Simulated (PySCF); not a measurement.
FH₂InSe₂, SMILES [F][In]([SeH])[SeH].

The structure is a stationary point at PBE-D3(BJ)/def2-SVP. The structure was generated by enumeration; whether it is a known compound was not checked. The def2 effective core potentials stand for the cores of In; spin–orbit coupling is left out. One conformer was computed; it need not be the lowest.

All values below come from TDA-PBE/def2-SVPD (PySCF).

Vertical excitations. Isolated molecule, no solvent. State labels are in the subgroup Cs.

```json
[
 {"state": "S1", "symmetry": "A\"", "energy (eV)": "3.16", "λ (nm)": "393", "f": "0.000", "main pairs": "HOMO→LUMO 100 %"},
 {"state": "S2", "symmetry": "A\"", "energy (eV)": "3.51", "λ (nm)": "353", "f": "0.019", "main pairs": "HOMO−1→LUMO 100 %"},
 {"state": "S3", "symmetry": "A'", "energy (eV)": "4.38", "λ (nm)": "283", "f": "0.003", "main pairs": "HOMO→LUMO+1 67 %, HOMO−2→LUMO 33 %"},
 {"state": "S4", "symmetry": "A'", "energy (eV)": "4.92", "λ (nm)": "252", "f": "0.002", "main pairs": "HOMO−1→LUMO+1 82 %, HOMO−5→LUMO 16 %"},
 {"state": "S5", "symmetry": "A\"", "energy (eV)": "4.94", "λ (nm)": "251", "f": "0.000", "main pairs": "HOMO→LUMO+2 98 %"},
 {"state": "S6", "symmetry": "A'", "energy (eV)": "5.08", "λ (nm)": "244", "f": "0.113", "main pairs": "HOMO−4→LUMO 68 %, HOMO−2→LUMO 19 %, HOMO→LUMO+1 11 %"},
 {"state": "S7", "symmetry": "A\"", "energy (eV)": "5.20", "λ (nm)": "238", "f": "0.000", "main pairs": "HOMO−3→LUMO 42 %, HOMO−1→LUMO+2 39 %, HOMO→LUMO+3 18 %"},
 {"state": "S8", "symmetry": "A\"", "energy (eV)": "5.21", "λ (nm)": "238", "f": "0.009", "main pairs": "HOMO−3→LUMO 57 %, HOMO−1→LUMO+2 23 %, HOMO→LUMO+3 20 %"},
 {"state": "S9", "symmetry": "A\"", "energy (eV)": "5.38", "λ (nm)": "231", "f": "0.025", "main pairs": "HOMO→LUMO+3 61 %, HOMO−1→LUMO+2 36 %"},
 {"state": "S10", "symmetry": "A\"", "energy (eV)": "5.52", "λ (nm)": "224", "f": "0.000", "main pairs": "HOMO−2→LUMO+1 90 %"},
 {"state": "T1", "symmetry": "A\"", "energy (eV)": "2.86", "λ (nm)": "434", "f": "0", "main pairs": "HOMO→LUMO 100 %"},
 {"state": "T2", "symmetry": "A\"", "energy (eV)": "3.15", "λ (nm)": "393", "f": "0", "main pairs": "HOMO−1→LUMO 100 %"},
 {"state": "T3", "symmetry": "A'", "energy (eV)": "3.82", "λ (nm)": "325", "f": "0", "main pairs": "HOMO−2→LUMO 95 %"},
 {"state": "T4", "symmetry": "A'", "energy (eV)": "4.14", "λ (nm)": "299", "f": "0", "main pairs": "HOMO→LUMO+1 96 %"}
]
```
Triplets are in the Tamm–Dancoff approximation.
